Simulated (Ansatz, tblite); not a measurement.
Isomers of Y3O3⁺ (singlet), found by a short tight-binding search and relaxed with r2SCAN-D4/def2-SVP in Ansatz.

In the def2 sets Y takes a core potential; there is no spin–orbit coupling. The xTB rows come from tblite. HSE06 is defined as in plane-wave codes, on full-range PBE exchange.

Run but left out: GFN2-xTB (tight binding far off the other levels); HF/STO-3G, B2PLYP/def2-TZVP (A: restricted singlet, unstable in another Hartree–Fock run and untested here); HF/def2-SVP, HF/def2-TZVP, MP2/def2-SVP, MP2/def2-TZVP, CCSD/def2-SVP, CCSD(T)/def2-SVP (A: restricted singlet, unstable towards broken spin symmetry).

A: The restricted singlet is unstable towards broken spin symmetry in Hartree–Fock (as tested in another run); at PBE-D4/def2-SVP, PBE-D4/def2-TZVP, r2SCAN-D4/def2-TZVP, PBE0-D4/def2-SVP and others this wasn't settled. B: The restricted singlet is unstable towards broken spin symmetry in Hartree–Fock (as tested in another run); at PBE-D4/def2-SVP, PBE-D4/def2-TZVP, r2SCAN-D4/def2-TZVP, PBE0-D4/def2-SVP and others this wasn't settled. It holds 1 O–O bond. C: The restricted singlet is unstable towards broken spin symmetry in Hartree–Fock (as tested in another run); at PBE-D4/def2-SVP, PBE-D4/def2-TZVP, r2SCAN-D4/def2-TZVP, PBE0-D4/def2-SVP and others this wasn't settled. D: The restricted singlet is unstable towards broken spin symmetry in Hartree–Fock (as tested in another run); at PBE-D4/def2-SVP, PBE-D4/def2-TZVP, r2SCAN-D4/def2-TZVP, PBE0-D4/def2-SVP and others this wasn't settled.

Other spin states weren't relaxed.

A:

```xyz
6

Y    -1.4261    1.0135   -0.9159
Y    -0.4855   -0.9832    1.6430
Y     1.4535   -0.7398   -1.1122
O    -1.3955    0.7192    1.0746
O     0.4745    0.9563   -1.5756
O     1.3791   -0.9662    0.8861
```

B:

```xyz
6

Y     0.496    0.606    1.472
Y    -1.057   -2.042    0.672
Y     0.071   -0.203   -1.653
O    -0.838    1.142   -0.181
O     0.559    1.594   -0.489
O     0.768   -1.098    0.180
```

C:

Cartesian coordinates in Å:
```
Y -1.3449 0.9968 1.3609
Y 1.3524 0.8036 -0.1899
Y -0.6150 -1.3503 -0.5563
O 0.2004 -0.3990 1.2722
O -0.8153 0.8549 -0.6499
O 1.2224 -0.9060 -1.2370
```

D:

```xyz
6

Y    -0.6784   -1.3441    0.1686
Y     1.0010    0.6344   -1.6492
Y    -0.1627    1.5864    1.2575
O    -0.2504   -0.3083    1.8689
O    -0.8399    0.7054   -0.5676
O     0.9304   -1.2738   -1.0782
```

Q: Estimate which lies lowest at each level, and how far above it the others are (kcal/mol).

A: 
| level | A | B | C | D |
| --- | --- | --- | --- | --- |
| GFN1-xTB | 4.6 | 19.2 | 19.6 | 0.0 |
| PBE-D4/def2-SVP | 6.0 | 150.4 | 14.2 | 0.0 |
| PBE-D4/def2-TZVP | 4.2 | 148.4 | 14.9 | 0.0 |
| r2SCAN-D4/def2-TZVP | 5.9 | 154.4 | 14.1 | 0.0 |
| PBE0-D4/def2-SVP | 7.0 | 154.4 | 14.9 | 0.0 |
| PBE0-D4/def2-TZVP | 5.1 | 151.9 | 15.7 | 0.0 |
| HSE06-D4/def2-TZVP | 5.0 | 151.5 | 15.6 | 0.0 |
| ωB97M-V/def2-TZVP | 7.3 | 155.0 | 15.5 | 0.0 |
Point groups (tolerance 0.1 Å): A C3v, B Cs, C C2v, D Cs. Lower isomers may exist. From def2-SVP to def2-TZVP the PBE0 values move by up to 2.5 kcal/mol, so results in the small set are rough.
